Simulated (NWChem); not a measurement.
System: CH₆FNSi₂; SMILES F[SiH2]/N=C\[SiH3]

Here is an NWChem input.

```
start job
memory heap 200 mb stack 900 mb global 1100 mb
geometry units angstroms noautoz
  F      1.362968     1.469690     0.000598
  Si    -0.255468     1.683081    -0.003985
  N     -1.199114     0.249550    -0.000575
  C     -1.094312    -1.010948     0.001687
  Si     0.503321    -2.070110     0.005308
  H     -0.597268     2.418435    -1.247116
  H     -0.602712     2.428403     1.231628
  H     -2.041384    -1.597815     0.001884
  H      0.478372    -2.941603     1.220177
  H      0.477648    -2.951038    -1.202708
  H      1.708041    -1.196996     0.001558
end
basis spherical
  F library def2-svp
  Si library def2-svp
  N library def2-svp
  C library def2-svp
  H library def2-svp
end
dft
  xc m06-2x
  iterations 150
  mulliken
end
task dft energy
```

All runs use the structure optimised with PBE0/def2-SVP.

Problem. What results follow from this input? (M06-2X/def2-SVP.) Quantities: energy (Ha); highest occupied level (eV); orbital gap (eV); dipole (D).

Solution. 
```json
{
 "energy (Ha)": "-774.88",
 "highest occupied level (eV)": "-8.12",
 "orbital gap (eV)": "7.63",
 "dipole (D)": "1.30"
}
```
